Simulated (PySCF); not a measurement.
Vertical excitations of a molecule CH₅FOSi from TDA-B3LYP/def2-SVPD (PySCF 2.14.0), as energy in eV (oscillator strength): 7.66 (0.002), 7.83 (0.019), 8.06 (0.017), 8.16 (0.028), 8.30 (0.032), 8.71 (0.022), 8.80 (0.016), 8.85 (0.019), 8.98 (0.031), 9.16 (0.005). Lowest triplet (TDA): 7.38 eV. The structure is a stationary point at B3LYP-D3(BJ)/def2-SVP. One conformer was computed; it need not be the lowest.

Task: Pick the molecule that these values belong to.
A. O[SiH2]CF
B. C[Si@H](O)F
C. CO[SiH2]F
D. OC[SiH2]F

Result: C, CO[SiH2]F
